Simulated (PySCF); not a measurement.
ClF2H3SSi2, SMILES F[SiH](F)S[SiH2]Cl. Atoms are numbered in the order given.

```xyz
9

Si     1.2789     0.3214    -1.0647
F      2.4130    -0.1867    -0.0194
F      0.7416     1.7571    -0.5093
S     -0.3584    -1.0437    -1.1724
Si    -1.6849    -0.1280     0.2776
Cl    -0.8207    -0.0497     2.1621
H      1.9101     0.4957    -2.3996
H     -2.0674     1.2580    -0.1282
H     -2.8625    -1.0500     0.3072
```
Charge 0, spin multiplicity 1.

Geometry: PBE-D3(BJ)/def2-SVP. This is a generated structure with no PubChem entry under its InChIKey; it may be hypothetical. One conformer was computed; it need not be the lowest.

Two levels are set side by side: PBE/pcSseg-1 (PySCF) and HF/pcSseg-1 (PySCF). GIAO shifts against CFCl3 (¹⁹F), H2S (³³S), HCl (³⁵Cl), TMS (²⁹Si), TMS (¹H) at the same level; non-relativistic, no solvent, atoms listed together averaged. Without spin–orbit terms, shifts of atoms bonded to Cl or Br come out too high at both levels. Differences are taken from unrounded values.

| quantity | PBE |
|---|---|
| δ(²⁹Si) of Si1 (ppm) | -6.4 |
| δ(³³S) of S4 (ppm) | 103.6 |
| δ(²⁹Si) of Si5 (ppm) | 3.3 |
| δ(³⁵Cl) of Cl6 (ppm) | 72.1 |
| δ(¹H) of H7 (ppm) | 6.23 |

### Question
These are the PBE values. What does HF give? (An estimate is asked for; the answer gives what the named calculation found.)

### Answer

| quantity | HF | PBE minus HF |
|---|---|---|
| δ(²⁹Si) of Si1 (ppm) | -22.3 | 15.9 |
| δ(³³S) of S4 (ppm) | -0.6 | 104.1 |
| δ(²⁹Si) of Si5 (ppm) | -7.3 | 10.6 |
| δ(³⁵Cl) of Cl6 (ppm) | -5.0 | 77.2 |
| δ(¹H) of H7 (ppm) | 5.39 | 0.84 |

Rough cost on one machine, each run with all the roots and properties that it gave: HF against PBE within a factor of 2.
